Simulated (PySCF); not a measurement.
## M06-L on Ho (holmium, neutral)

Configuration: [Xe] 4f11 6s2, one real determinant. All numbers are calculated (PySCF 2.14, scalar relativity by spin-free X2C-1e, in x2c-TZVPPall with one added diffuse shell each of s, p, d, f type (12s8p8d5f2g, 129 functions)).

- Total energy: -12615.67 hartree
- One-electron energy: -17288.44 hartree
- Hartree (Coulomb) energy: 4947.07 hartree
- Exchange-correlation energy: -274.31 hartree
- ⟨S²⟩: 3.7557
- ⟨L²⟩: 34.011
- Sum of ⟨r⟩: 44.08 bohr
- Sum of ⟨r²⟩: 76.09 bohr²
- Traceless quadrupole moment −½Σ⟨3z² − r²⟩ along its main axis: 0.0203 e·bohr²
- Langevin diamagnetic susceptibility: -60.3 ×10⁻⁶ cm³/mol
- Time after the integrals: of the order of 60 core-seconds

```
shell  electrons  mean orbital energy (eV)  spread (eV)  rms radius, mean of both spins (bohr)
 1s α          1                  -55415.0            0                                 0.0236
 1s β          1                  -55414.9            0                                 0.0236
 2s α          1                   -9296.3            0                                 0.0953
 2s β          1                   -9296.2            0                                 0.0953
 2p α          3                   -8246.7        0.063                                 0.0859
 2p β          3                   -8246.6        0.060                                 0.0859
 3s α          1                   -2088.6            0                                  0.245
 3s β          1                   -2087.1            0                                  0.245
 3p α          3                   -1764.0        0.362                                  0.246
 3p β          3                   -1762.5        0.267                                  0.246
 3d α          5                   -1344.4        0.451                                  0.225
 3d β          5                   -1343.2        0.203                                  0.225
 4s α          1                   -419.19            0                                  0.551
 4s β          1                   -414.47            0                                  0.551
 4p α          3                   -311.40        0.560                                  0.586
 4p β          3                   -306.91        0.424                                  0.586
 4d α          5                   -163.35        0.874                                  0.643
 4d β          5                   -159.27        0.610                                  0.643
 5s α          1                   -51.168            0                                   1.37
 5s β          1                   -49.749            0                                   1.37
 5p α          3                   -26.354        0.196                                   1.64
 5p β          3                   -25.364        0.218                                   1.64
 4f α          7                    -4.052        1.038                                  0.998
 6s α          1                    -3.892            0                                   4.33
 6s β          1                    -3.794            0                                   4.33
 4f β          4                    -1.798        0.792                                  0.998
```

⟨L²⟩ = 34.01 against 42 for a pure I term, so this real determinant mixes terms. Spin-orbit coupling, absent here, splits the open shell strongly.

Densities and radii are taken from the X2C orbitals without a picture-change correction, which distorts them close to the nucleus.
